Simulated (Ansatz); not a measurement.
The first iterations of a band of Cl2HInO + H4Si (10 atoms, charge 0, multiplicity 1).

Theory: Ansatz, RKS B3LYP-D4/def2-SVP.

```
movable images  : 9
climbing image  : yes
spring          : 5.0 eV/Å²
optimiser       : quadratic models (default)
start path      : through a guess of the saddle point
force threshold : 0.05 eV/Å
iteration limit : 60
end points      : relaxed
```

First end point:

```xyz
10
Properties=species:S:1:pos:R:3
In -0.028 -0.263 0.398
O -0.218 -1.317 2.081
H -1.152 -1.450 2.303
Cl 2.122 0.089 -0.485
Cl -1.890 0.303 -0.931
Si 0.679 3.125 1.057
H 2.073 3.143 1.566
H 0.619 3.234 -0.421
H -0.153 4.173 1.707
H 0.066 1.804 1.461
```

Last end point:

```xyz
10
Properties=species:S:1:pos:R:3
In 0.305 0.731 0.044
O -0.127 -0.453 2.055
H -1.018 -0.775 1.811
Cl 1.928 -0.727 -0.896
Cl -1.925 -0.069 -0.445
Si 0.730 3.179 0.713
H 1.790 3.231 1.762
H 1.175 3.957 -0.478
H -0.522 3.775 1.261
H -0.219 -0.007 2.910
```

| iteration | highest image above the first end (eV) | largest band force component (eV/Å) |
| --- | --- | --- |
| 1 | 2.350 | 3.469 |
| 2 | 1.491 | 2.888 |
| 3 | 1.068 | 4.904 |
| 4 | 0.921 | 0.814 |

Problem. Does the band converge within its limit, and where does its top end?

Solution. The run converged. It ended after 14 iterations with the highest image 1.111 eV above the first end. A vibrational analysis at the climbing image gives one clearly imaginary mode, 1346i cm⁻¹: a first-order saddle point. The orbitals stay closed-shell, which can raise the energy where a bond breaks towards radicals; this wasn't checked here.

The run took 2.2 min on 4 threads of AMD EPYC 9R45 96-Core Processor (Zen 5), on a shared host, peak memory 0.36 GiB.
